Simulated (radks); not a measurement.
Initial-state core-level shifts of the krypton ion Kr+ when its valence configuration changes from [Ar] 3d10 4s2 4p5. Method: scalar-relativistic Kohn-Sham, LDA (Slater exchange, Perdew-Wang correlation), spin-polarised, spherical densities, finite nucleus; open shells are filled with parallel spins first; Fermi nuclear charge, rms radius 4.1884 fm; computed with a radial shooting solver on a logarithmic mesh with Libxc functionals. Shifts are changes of the shell-averaged eigenvalues in eV (positive: less bound); the change of the density at the nucleus, which sets a Mossbauer isomer shift, is in e/bohr^3, on a base of 4.99e+04.

| valence | 1s | 2p | 3s | 3p | density at nucleus |
|---|---|---|---|---|---|
| 3d10 4s1 4p6 | -1.552 | -1.528 | -1.551 | -1.541 | -45.310 |
| 3d10 4s1.5 4p5.5 | -0.781 | -0.768 | -0.779 | -0.775 | -22.526 |
| 3d9 4s2 4p6 | -16.832 | -18.500 | -13.846 | -13.647 | +20.974 |
| 3d9.5 4s1.5 4p6 | -9.076 | -9.884 | -7.651 | -7.545 | -13.276 |
| 3d9.5 4s2 4p5.5 | -8.323 | -9.140 | -6.899 | -6.797 | +10.340 |
